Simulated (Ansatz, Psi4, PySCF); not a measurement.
H$_{6}$Si$_{2}$, charge +1, doublet, geometry from GFN2-xTB (a state made from the parent by changing its charge; the spin is typed, not shown lowest). Base run: CCSD(T)/STO-3G in PySCF.

Input for PySCF:
```python
from pyscf import gto, scf, cc

mol = gto.Mole()
mol.atom = '''
    Si    0.018948   -0.007538    1.342618
    Si   -0.018948    0.007538   -1.342618
    H     0.042382    1.423416    1.613667
    H    -1.227613   -0.708252    1.619622
    H     1.253222   -0.742212    1.584420
    H    -0.011323   -1.423504   -1.614106
    H    -1.268830    0.715356   -1.584350
    H     1.212161    0.735197   -1.619253
'''
mol.basis = 'sto-3g'
mol.charge = 1
mol.spin = 1
mol.verbose = 4
mol.build()

mf = scf.UHF(mol)
mf.kernel()

mycc = cc.CCSD(mf)
mycc.kernel()
et = mycc.ccsd_t()
print('E(CCSD(T)) = %.10f' % (mycc.e_tot + et))
```

The same geometry, method and basis name were run in Ansatz (a quantum-chemistry and plane-wave program) and Psi4 and PySCF, at each program's defaults and at the settings that a row names. The base is PySCF at its defaults. Differences at the defaults can come from grids, fitting, cores and function types together.

```tsv
code and settings	ΔE vs base (mEh)	basis functions	E (Eh)	SCF cycles
PySCF, defaults (exact integrals, spherical functions, all electrons correlated)	0.000	24	-574.55148	9
Psi4, defaults (exact integrals, spherical functions, all electrons correlated)	0.000	24	-574.55148	9
Ansatz, defaults (factorised integrals, spherical functions, frozen core)	6.414	24	-574.54507	-
PySCF, frozen core	6.408	24	-574.54507	9
Psi4, exact integrals, spherical functions, frozen core	6.408	24	-574.54507	9
Ansatz, high accuracy, frozen core	6.408	24	-574.54507	-
```

Open shells are given as the SCF converged; they aren't shown to be the lowest states, and a large step between rows can be another state.
